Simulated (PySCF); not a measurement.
C4H5FOSi.
Bonds: O1–C2 (double), C2–C3, C3–C4, C4–F5, C4–C6 (double), C6–Si7, C2–Si7. Hydrogens: H8, H9 on C3; H10 on C6; H11, H12 on Si7.

Method: PBE0-D3(BJ)/def2-SVP geometry optimisation, gas phase (PySCF); density fitting, grid level 1; the optimiser is geomeTRIC in internal coordinates, started from a GFN2-xTB structure with every atom displaced at random (about 0.01 Å).

Step 1: E = -16847.9099 eV
```
atom  x, y, z in Å  |  force x, y, z in eV/Å
O1     -0.1819   -2.2287    1.2025    0.350  -0.498   0.142
C2     -0.0071   -1.2296    0.5654   -0.520   0.550  -0.084
C3     -1.1792   -0.5575   -0.1659   -0.265  -0.201  -0.101
C4     -0.7539    0.7939   -0.6176    0.615   0.368  -0.129
F5     -1.6591    1.5029   -1.2785   -0.321  -0.055   0.043
C6      0.4847    1.2801   -0.4028   -0.312  -0.360   0.203
Si7     1.5109   -0.0174    0.4505    0.167   0.175  -0.104
H8     -2.0214   -0.5125    0.5545    0.047   0.059  -0.206
H9     -1.5292   -1.1819   -1.0174    0.112   0.116   0.203
H10     0.7205    2.2965   -0.7265    0.085  -0.069  -0.057
H11     2.6487   -0.5106   -0.3842   -0.004  -0.069   0.065
H12     2.0063    0.3454    1.8091    0.046  -0.018   0.025
```

Step 2: E = -16847.9429 eV
```
atom  x, y, z in Å  |  force x, y, z in eV/Å
O1     -0.1113   -2.2453    1.2050   -0.212   0.032  -0.205
C2     -0.0286   -1.2169    0.5867    0.222   0.300  -0.072
C3     -1.1882   -0.5459   -0.1731    0.019  -0.511   0.374
C4     -0.7492    0.8046   -0.6175    0.005  -0.010  -0.030
F5     -1.6999    1.4795   -1.2567    0.100   0.144   0.020
C6      0.4855    1.2834   -0.3946   -0.221   0.028  -0.080
Si7     1.5045   -0.0098    0.4575    0.031  -0.033   0.052
H8     -2.0536   -0.4891    0.5110   -0.063   0.056  -0.080
H9     -1.5117   -1.1700   -1.0263    0.048   0.006   0.023
H10     0.7418    2.2875   -0.7379    0.046   0.004  -0.015
H11     2.6254   -0.5381   -0.3770    0.003  -0.046   0.031
H12     2.0243    0.3410    1.8122    0.022   0.031  -0.020
```

Step 3: E = -16847.9587 eV
```
atom  x, y, z in Å  |  force x, y, z in eV/Å
O1     -0.1238   -2.2479    1.1722    0.019  -0.003  -0.051
C2     -0.0235   -1.2019    0.5863   -0.024  -0.052   0.002
C3     -1.1917   -0.5530   -0.1653    0.064   0.063   0.116
C4     -0.7574    0.8036   -0.6150   -0.081  -0.067   0.028
F5     -1.7000    1.5021   -1.2427    0.079  -0.007   0.030
C6      0.4787    1.2752   -0.3954    0.013   0.116  -0.108
Si7     1.5127   -0.0020    0.4640   -0.074  -0.044   0.024
H8     -2.0674   -0.4958    0.5037   -0.034   0.014  -0.003
H9     -1.4995   -1.1818   -1.0175    0.030  -0.048  -0.042
H10     0.7416    2.2734   -0.7516    0.014   0.023   0.012
H11     2.6290   -0.5518   -0.3624   -0.004  -0.027   0.017
H12     2.0404    0.3609    1.8129   -0.002   0.031  -0.026
```

Step 4: E = -16847.9623 eV
```
atom  x, y, z in Å  |  force x, y, z in eV/Å
O1     -0.1177   -2.2596    1.1560    0.016  -0.021  -0.029
C2     -0.0242   -1.2042    0.5864    0.008  -0.021   0.040
C3     -1.1908   -0.5531   -0.1581   -0.016   0.106   0.013
C4     -0.7578    0.8049   -0.6098   -0.017   0.001   0.001
F5     -1.6971    1.5081   -1.2342   -0.034  -0.028   0.003
C6      0.4791    1.2797   -0.4021    0.075  -0.021  -0.022
Si7     1.5063   -0.0010    0.4656   -0.013   0.008  -0.003
H8     -2.0724   -0.4963    0.5037   -0.010  -0.002  -0.002
H9     -1.4889   -1.1837   -1.0134    0.005  -0.021  -0.026
H10     0.7455    2.2764   -0.7616   -0.015  -0.006   0.019
H11     2.6210   -0.5658   -0.3524    0.003  -0.017   0.009
H12     2.0361    0.3754    1.8090   -0.001   0.021  -0.002
```

**Question.** Estimate the geometry and energy of step 5. (The exact step hangs on the optimiser's Hessian estimate; all steps are aligned on step 4, rigid shifts and turns removed.)

**Answer.** E = -16847.9638 eV, largest force 0.068 eV/Å
```
atom  x, y, z in Å  |  force x, y, z in eV/Å
O1     -0.1132   -2.2704    1.1354    0.036  -0.020  -0.006
C2     -0.0236   -1.2046    0.5850   -0.026  -0.029   0.054
C3     -1.1917   -0.5496   -0.1526    0.012   0.060  -0.030
C4     -0.7574    0.8066   -0.6057   -0.040  -0.003  -0.008
F5     -1.7045    1.5050   -1.2230   -0.012   0.026  -0.014
C6      0.4827    1.2793   -0.4096    0.033  -0.050  -0.003
Si7     1.5047    0.0005    0.4683    0.010   0.013  -0.019
H8     -2.0774   -0.4936    0.5042    0.013  -0.006   0.002
H9     -1.4838   -1.1803   -1.0114   -0.009   0.002   0.001
H10     0.7500    2.2751   -0.7702   -0.015  -0.001   0.012
H11     2.6198   -0.5797   -0.3387    0.003  -0.001   0.005
H12     2.0335    0.3926    1.8074   -0.006   0.011   0.006
```

The energy changes by -0.0015 eV. The first-order estimate −F·Δx gives -0.0026 eV and the mean of the old and new forces, exact on a quadratic surface, -0.0015 eV. The step makes an angle of 68° with the force vector and moves no atom by more than 0.024 Å.

The cost below is that of the whole optimisation. Time: 99 s wall; peak memory 0.55 GiB. Hardware: one thread of an Arm Neoverse V1, shared host with 64 logical CPUs at a one-minute load of 29.
